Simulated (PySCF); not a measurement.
**Assigning NMR signals**

Bonds (- single, = double, # triple, : aromatic): C1-C2, C2:C3, C3:C4, C4:C5, C5-Si6, C5:C7, C7-C8, C8=O9, C8-F10, C7:C11, C11:C2. C1 carries H12, H13, H14; C3 carries H15; C4 carries H16; Si6 carries H17, H18, H19; C11 carries H20.

- geometry: GFN2-xTB
- σ from GIAO-PBE0/pcSseg-1
- program: PySCF 2.14
- gas phase, fast rotation and ring inversion assumed for equivalent nuclei, non-relativistic, one computed conformer

Scale: TMS for ¹³C and ¹H (reference shieldings calculated alike).

Question: Assign these signals to the numbered atoms. ¹³C{¹H} NMR (computed): δ 170.7 (C), 148.1 (C), 146.5 (C), 143.3 (CH), 141.3 (CH), 138.5 (CH), 133.3 (C), 23.9 (CH3).

Answer: 
170.7 → C8, carbonyl carbon
148.1 → C5, substituted aromatic carbon
146.5 → C2, substituted aromatic carbon
143.3 → C4, aromatic CH
141.3 → C3, aromatic CH
138.5 → C11, aromatic CH: the aromatic region
133.3 → C7, substituted aromatic carbon
23.9 → C1, methyl carbon on an aromatic ring: a saturated carbon with 1 carbon neighbour and no heteroatom attached

C5 and C2 lie closer than the usual error of such a calculation, so a measured spectrum could show them in the other order.

Question: Assign these signals to the numbered atoms. ¹H NMR (300 MHz, computed): δ 8.37 (m, 1H), 8.17 (d, 1H), 7.83 (d, 1H), 4.69 (s, 3H), 2.62 (s, 3H).

Answer: 
8.37 → H20, hydrogen on an aromatic CH: ring current plus the deshielding of an ortho carbonyl group
8.17 → H16, hydrogen on an aromatic CH
7.83 → H15, hydrogen on an aromatic CH
4.69 → H17/H18/H19, hydrogen on a silicon bonded to C
2.62 → H12/H13/H14, hydrogen on a methyl carbon on an aromatic ring: benzylic-type position, deshielded by the ring

Splittings by ¹⁹F in the carbon and heteronuclear signals aren't shown, as no couplings were computed. Shifts are as computed. Against solution values, carbons near 30 ppm lie about +3 ppm off and those near 130 ppm about +5 ppm. Of 1211 compounds with measured shifts, 218 miss one by over three times the rms of a fit or turn the order of signals round; such compounds aren't used in these exercises. No couplings were computed; multiplicities are counted from neighbouring protons, with m where these are inequivalent, close in shift, in a saturated or five-membered ring or joined by F or P, and br s for small geminal =CH2 splittings.
